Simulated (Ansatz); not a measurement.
Consider the germylene formation by 1,1-elimination: `[CH3][GeH]([F])[Br]` → `FBr` + `[CH3][GeH]`.

Computed with Ansatz on PBE0-D4/def2-TZVP structures; ΔE is electronic, products minus reactants. CCSD(T)/CBS is the MP2 limit (def2-TZVPP, def2-QZVPP) plus CCSD(T) − MP2 in def2-TZVPP, frozen cores. Functionals use def2-TZVPP. HSE06 is defined as in plane-wave codes. For Br, Ge outer-core shells are correlated without core-valence functions, which leaves a few kJ/mol of doubt a bond. Scalar relativity is left out up to krypton.

**Question.** Is it downhill or uphill in electronic energy at CCSD(T)/CBS, and by how much? (Estimate.)

**Answer.** The calculation gave: Uphill: ΔE = +566.0 kJ/mol.

**Question.** What do these levels give: PBE-D4, BLYP-D4, B97M-V, r2SCANh-D4, HSE06-D4, CAM-B3LYP-D4, B2PLYP, r2SCAN0, LC-ωPBE, RPA@PBE/def2-TZVPP, CCSD(T)/def2-SVP, SCS-MP2/def2-TZVPP? (Best estimate.)

**Answer.** The calculation gave: PBE-D4 536.1, BLYP-D4 508.6, B97M-V 560.7, r2SCANh-D4 584.2, HSE06-D4 566.0, CAM-B3LYP-D4 554.6, B2PLYP 556.2, r2SCAN0 590.8, LC-ωPBE 574.6, RPA@PBE/def2-TZVPP 534.4, CCSD(T)/def2-SVP 567.1, SCS-MP2/def2-TZVPP 580.2 kJ/mol.

Largest T1 diagnostic among the species: 0.011.

Leaving LDA and LC-ωPBE aside and taking each functional with its dispersion term where it has one, the values, not all of them listed here, spread over 88.7 kJ/mol, from BLYP-D4 to PBE-QIDH. LDA lies +44.7 kJ/mol from PBE without D4. From BLYP to BHLYP (50 % exact exchange), in def2-TZVPP and without D4, ΔE moves by +67.1 kJ/mol. The D4 term adds +11.0 kJ/mol with B3LYP and +6.1 kJ/mol with PBE0; it sums over pairs of atoms, weighted by their polarisabilities, and B3LYP, whose exchange is more repulsive, gets the larger term.

B3LYP here is the variant with VWN-RPA as its local correlation; programs differ in this.
